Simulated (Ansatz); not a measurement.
Cost and result for the atomization energy of `[SiH3][SiH]([SiH3])[SiH3]` (14 atoms, 13 bonds).

```xyz
14

Si   -0.6711    2.0722    0.3563
Si    0.0982    0.1117   -0.6576
Si   -1.4885   -1.5834   -0.3883
Si    2.1157   -0.5391    0.3271
H     0.3227    3.1698    0.2085
H    -1.9594    2.5093   -0.2465
H    -0.8870    1.8190    1.8067
H     0.3152    0.3592   -2.1134
H    -1.7019   -1.8260    1.0642
H    -1.0231   -2.8486   -1.0180
H    -2.7876   -1.1942   -1.0007
H     2.6221   -1.7970   -0.2855
H     1.8964   -0.7731    1.7802
H     3.1483    0.5202    0.1670
```

The species carries charge 0 and has multiplicity 1. Geometry: relaxed with PBE0-D4/def2-TZVP. Program: Ansatz. All runs use 4 threads of an Arm Neoverse V2 on a shared host. Times are those of one run each, without the atoms' runs, and a repeat can differ threefold. Electronic energies, without spin–orbit coupling; frozen cores. CCSD(T)/CBS adds CCSD(T) − MP2 in def2-TZVPP to the MP2 limit, and its time is that of the two runs behind it. T1 = 0.014. HSE06 is the plane-wave form, built on full-range PBE exchange.

CCSD(T)/CBS is a level of theory with its own doubt, some kJ/mol a heavy atom from the limit and from the frozen cores, so smaller differences don't rank the functionals.

```csv
level,functions,wall time
LDA (SPW92)/def2-TZVPP,308,1.9 s
revPBE-D4/def2-TZVPP,308,2.9 s
BLYP-D4/def2-TZVPP,308,2.9 s
PBE-D4/def2-TZVPP (with forces),308,3.6 s
HSE06-D4/def2-TZVPP,308,5.5 s
CCSD(T)/def2-SVP,122,5.5 s
CAM-B3LYP-D4/def2-TZVPP,308,6.5 s
r2SCANh-D4/def2-TZVPP,308,8.5 s
B2PLYP/def2-TZVPP,308,9 s
ωB97M-V/def2-TZVPP (with forces),308,19 s
MP2/def2-QZVPP,580,32 s
CCSD(T)/def2-TZVPP,308,13 min
CCSD(T)/CBS(def2),–,13 min
```

**Question.** What atomization energy does each give, and how far from CCSD(T)/CBS? (An estimate is asked.)

**Answer.** The calculation gave: 
| level | atomization (kcal/mol) | difference from CCSD(T)/CBS | per bond |
| --- | --- | --- | --- |
| LDA (SPW92)/def2-TZVPP | 1049.0 | 85.2 | 6.6 |
| revPBE-D4/def2-TZVPP | 937.8 | -26.0 | -2.0 |
| BLYP-D4/def2-TZVPP | 947.0 | -16.8 | -1.3 |
| PBE-D4/def2-TZVPP (with forces) | 946.6 | -17.2 | -1.3 |
| HSE06-D4/def2-TZVPP | 949.6 | -14.2 | -1.1 |
| CCSD(T)/def2-SVP | 898.9 | -64.9 | -5.0 |
| CAM-B3LYP-D4/def2-TZVPP | 963.2 | -0.6 | 0.0 |
| r2SCANh-D4/def2-TZVPP | 960.4 | -3.4 | -0.3 |
| B2PLYP/def2-TZVPP | 944.7 | -19.1 | -1.5 |
| ωB97M-V/def2-TZVPP (with forces) | 960.2 | -3.6 | -0.3 |
| MP2/def2-QZVPP | 937.7 | -26.1 | -2.0 |
| CCSD(T)/def2-TZVPP | 940.2 | -23.6 | -1.8 |
| CCSD(T)/CBS(def2) | 963.8 | 0.0 | 0.0 |

From BLYP to BHLYP (50 % exact exchange), in def2-TZVPP and without D4, the atomization energy moves by +16.9 kcal/mol. Leaving LDA and LC-ωPBE aside and taking each functional with its dispersion term where it has one, the values, not all of them listed here, spread over 35.6 kcal/mol, from revPBE-D4 to ωB97X-V. LDA lies +111.0 kcal/mol from PBE without D4, its usual overbinding. In def2-TZVPP, CCSD(T) changes the Hartree–Fock value by +198.9 kcal/mol (the triples alone add +7.3 kcal/mol) and MP2 by +182.4 kcal/mol; breaking electron pairs costs correlation energy, which Hartree–Fock lacks.
